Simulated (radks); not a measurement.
Results of a calculation; reference values are marked as such.
Neutral platinum inside a hard spherical wall (all orbitals vanish at R), configuration held at [Xe] 4f14 5d9 6s1 and not refilled when levels cross. Level of theory: scalar-relativistic Kohn-Sham, PBE, spin-polarised, spherical densities, finite nucleus; open shells are filled with parallel spins first (spin-orbit coupling, left out, can overturn this in heavy ions); Fermi nuclear charge, rms radius 5.427 fm (a radial shooting solver on a logarithmic mesh with Libxc functionals). Eigenvalues in eV for spin up, with the zero of energy where the potential of the charges vanishes at infinity; a dash marks a level that is unbound or too diffuse for the functional's potential to be trusted. A positive occupied level is held by the wall or, in an anion where self-interaction has pushed it up, behind a barrier. The pressure on the wall is -dE/dV.

R (bohr)  E (hartree)  kinetic (hartree)    e(4f)    e(5p)   e(5d)   e(6s)  e(6p, empty)  e(7s, empty)  pressure (GPa)
free      -18409.6971          20521.258  -70.077  -56.242  -6.511  -6.082        -1.090             -               0
15        -18409.6971          20521.258  -70.077  -56.242  -6.511  -6.082        -1.083         0.264        < 0.0001
12        -18409.6971          20521.258  -70.076  -56.241  -6.510  -6.081        -1.050         0.718        0.000161
10        -18409.6970          20521.259  -70.067  -56.232  -6.502  -6.073        -0.950         1.548         0.00329
7         -18409.6916          20521.305  -69.814  -55.983  -6.277  -5.835        -0.072         6.259           0.344
6         -18409.6765          20521.407  -69.341  -55.527  -5.869  -5.364         1.019        10.910            1.79
5         -18409.6164          20521.752  -68.022  -54.286  -4.760  -3.968         3.619        20.454            10.6
4         -18409.3510          20523.045  -64.202  -50.840  -1.581   0.549        10.780        42.829            77.2
3.5       -18408.9365          20524.864  -59.982  -47.195   2.000   6.234        19.086        65.834             237
3         -18407.9165          20529.069  -52.401  -40.906   8.721  18.070        35.462        107.03             826
